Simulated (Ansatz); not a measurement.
Cost and result for the atomization energy of F2GeH6O8Si2 (`O[Si](O)(O)[O][Ge]([F])([F])[O][Si](O)(O)O`) (19 atoms, 18 bonds).

```csv
atom,x (Å),y (Å),z (Å)
O1,-3.608,-0.368,0.353
Si2,-2.056,-0.159,-0.065
O3,-2.007,0.565,-1.513
O4,-1.327,-1.637,-0.056
O5,-1.236,0.726,1.035
Ge6,0.188,0.522,1.988
F7,-0.055,-0.633,3.216
F8,0.496,1.999,2.778
O9,1.578,0.064,1.073
Si10,1.996,0.100,-0.506
O11,3.350,-0.799,-0.548
O12,0.792,-0.457,-1.455
O13,2.206,1.615,-1.059
H14,-4.251,0.250,0.003
H15,-1.124,0.677,-1.884
H16,-1.899,-2.402,-0.133
H17,3.734,-0.971,-1.409
H18,0.294,-1.218,-1.126
H19,2.928,2.126,-0.692
```

Charge 0, multiplicity 1. Correlated methods include outer-core shells of Ge, which these sets cover unevenly. Scalar relativity is left out up to krypton. The geometry is a stationary point of PBE0-D4/def2-TZVP. It is one conformer, not always the lowest. Program: Ansatz. All runs use 11 threads of an AMD EPYC 7R13 on a shared host and a whole NVIDIA H100 80 GB. Times are those of one run each, without the atoms' runs, and a repeat can differ threefold. Electronic energies, without spin–orbit coupling; frozen cores. CCSD(T)/CBS adds CCSD(T) − MP2 in def2-TZVPP to the MP2 limit, and its time is that of the two runs behind it. T1 = 0.012. With those shells the extrapolation isn't a true limit.

CCSD(T)/CBS is a level of theory with its own doubt, some kJ/mol a heavy atom from the limit and from the frozen cores, so smaller differences don't rank the functionals.

```json
{"level": "PBE0-D4/def2-TZVPP", "functions": "526", "wall time": "2.4 s"}
{"level": "BHLYP-D4/def2-TZVPP", "functions": "526", "wall time": "2.6 s"}
{"level": "BLYP-D4/def2-TZVPP", "functions": "526", "wall time": "2.6 s"}
{"level": "CAM-B3LYP-D4/def2-TZVPP", "functions": "526", "wall time": "3 s"}
{"level": "PBE-D4/def2-TZVPP (with forces)", "functions": "526", "wall time": "3 s"}
{"level": "B97M-V/def2-TZVPP", "functions": "526", "wall time": "3.1 s"}
{"level": "r2SCAN-D4/def2-TZVPP (with forces)", "functions": "526", "wall time": "3.7 s"}
{"level": "ωB97X-V/def2-TZVPP", "functions": "526", "wall time": "4.6 s"}
{"level": "ωB97M-V/def2-TZVPP (with forces)", "functions": "526", "wall time": "4.9 s"}
{"level": "MP2/def2-QZVPP", "functions": "979", "wall time": "6 s"}
{"level": "CCSD(T)/def2-SVP", "functions": "238", "wall time": "7 s"}
{"level": "CCSD(T)/def2-TZVPP", "functions": "526", "wall time": "75 s"}
{"level": "CCSD(T)/CBS(def2)", "functions": "–", "wall time": "81 s"}
```

(1) What atomization energy does each give, and how far from CCSD(T)/CBS? (Estimate.)

Results:

(1) Computed: 
```json
{"level": "PBE0-D4/def2-TZVPP", "atomization (kcal/mol)": "1945.8", "difference from CCSD(T)/CBS": "-49.9", "per bond": "-2.8"}
{"level": "BHLYP-D4/def2-TZVPP", "atomization (kcal/mol)": "1874.6", "difference from CCSD(T)/CBS": "-121.1", "per bond": "-6.7"}
{"level": "BLYP-D4/def2-TZVPP", "atomization (kcal/mol)": "1968.4", "difference from CCSD(T)/CBS": "-27.3", "per bond": "-1.5"}
{"level": "CAM-B3LYP-D4/def2-TZVPP", "atomization (kcal/mol)": "1983.3", "difference from CCSD(T)/CBS": "-12.4", "per bond": "-0.7"}
{"level": "PBE-D4/def2-TZVPP (with forces)", "atomization (kcal/mol)": "2004.6", "difference from CCSD(T)/CBS": "8.9", "per bond": "0.5"}
{"level": "B97M-V/def2-TZVPP", "atomization (kcal/mol)": "1975.4", "difference from CCSD(T)/CBS": "-20.3", "per bond": "-1.1"}
{"level": "r2SCAN-D4/def2-TZVPP (with forces)", "atomization (kcal/mol)": "1983.5", "difference from CCSD(T)/CBS": "-12.2", "per bond": "-0.7"}
{"level": "ωB97X-V/def2-TZVPP", "atomization (kcal/mol)": "1980.9", "difference from CCSD(T)/CBS": "-14.8", "per bond": "-0.8"}
{"level": "ωB97M-V/def2-TZVPP (with forces)", "atomization (kcal/mol)": "1981.2", "difference from CCSD(T)/CBS": "-14.5", "per bond": "-0.8"}
{"level": "MP2/def2-QZVPP", "atomization (kcal/mol)": "2055.0", "difference from CCSD(T)/CBS": "59.3", "per bond": "3.3"}
{"level": "CCSD(T)/def2-SVP", "atomization (kcal/mol)": "1804.7", "difference from CCSD(T)/CBS": "-191.0", "per bond": "-10.6"}
{"level": "CCSD(T)/def2-TZVPP", "atomization (kcal/mol)": "1930.9", "difference from CCSD(T)/CBS": "-64.8", "per bond": "-3.6"}
{"level": "CCSD(T)/CBS(def2)", "atomization (kcal/mol)": "1995.7", "difference from CCSD(T)/CBS": "0.0", "per bond": "0.0"}
```

In def2-TZVPP, CCSD(T) changes the Hartree–Fock value by +565.6 kcal/mol (the triples alone add +37.5 kcal/mol) and MP2 by +650.1 kcal/mol; breaking electron pairs costs correlation energy, which Hartree–Fock lacks. From BLYP to BHLYP (50 % exact exchange), in def2-TZVPP and without D4, the atomization energy moves by −80.4 kcal/mol: exact exchange takes away binding that semilocal exchange gives to molecules. Leaving LDA and LC-ωPBE aside and taking each functional with its dispersion term where it has one, the values spread over 129.9 kcal/mol, from BHLYP-D4 to PBE-D4. LDA lies +319.9 kcal/mol from PBE without D4, its usual overbinding.
